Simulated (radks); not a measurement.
Values are calculated unless marked as measured or tabulated.
Spin polarisation of the 5d7 shell in neutral iridium. Start: [Xe] 4f14 5d(up 3.5, down 3.5) 6s2; electrons of 5d are moved from spin down to spin up, other shells keep equal spins. Level of theory: scalar-relativistic Kohn-Sham, PBEsol, spin-polarised, spherical densities, finite nucleus; Fermi nuclear charge, rms radius of each element as measured or else 0.836 A^(1/3) + 0.57 fm (a radial shooting solver on a logarithmic mesh with Libxc functionals).

\begin{tabular}{lrrrrr}
moment (Bohr magnetons) & E - E(0) (eV) & e(5d up) (eV) & e(5d down) (eV) & 6s down minus up (eV) & 5p down minus up (eV) \\ \hline
0 & 0.000 & -7.180 & -7.180 & 0.000 & 0.000 \\
0.75 & -0.083 & -7.394 & -6.950 & 0.228 & 0.414 \\
1.5 & -0.333 & -7.595 & -6.705 & 0.457 & 0.829 \\
2.25 & -0.751 & -7.781 & -6.443 & 0.688 & 1.244 \\
3 & -1.337 & -7.954 & -6.164 & 0.922 & 1.662 \\
\end{tabular}

At moment 3 the spin-polarisation energy is -1.337 eV and the 5d exchange splitting 1.790 eV, that is 0.597 eV per Bohr magneton; E = -I m^2/4 would give I = 0.594 eV.
